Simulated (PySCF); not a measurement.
# Radial density of C (carbon, neutral)

UHF, [He] 2s2 2p2, high-spin 3P determinant. Calculation: PySCF 2.14, in aug-cc-pCVQZ-DK (9s8p6d4f2g, 109 functions); scalar relativity by spin-free X2C-1e.

```csv
r (bohr),4πr²ρ (e/bohr),4πr²(ρα − ρβ)
0.00413,0.02713,0.0000
0.00695,0.07309,0.0000
0.0117,0.1936,0.0001
0.0197,0.4947,0.0003
0.0331,1.188,0.0008
0.0556,2.563,0.0020
0.0936,4.626,0.0060
0.157,6.208,0.0225
0.265,5.146,0.0908
0.445,2.245,0.3320
0.749,1.697,0.8257
1.26,2.382,1.1086
2.12,1.248,0.6039
3.57,0.1727,0.0966
6.00,0.004002,0.0030
```

Densities and radii are taken from the X2C orbitals without a picture-change correction, which distorts them close to the nucleus.
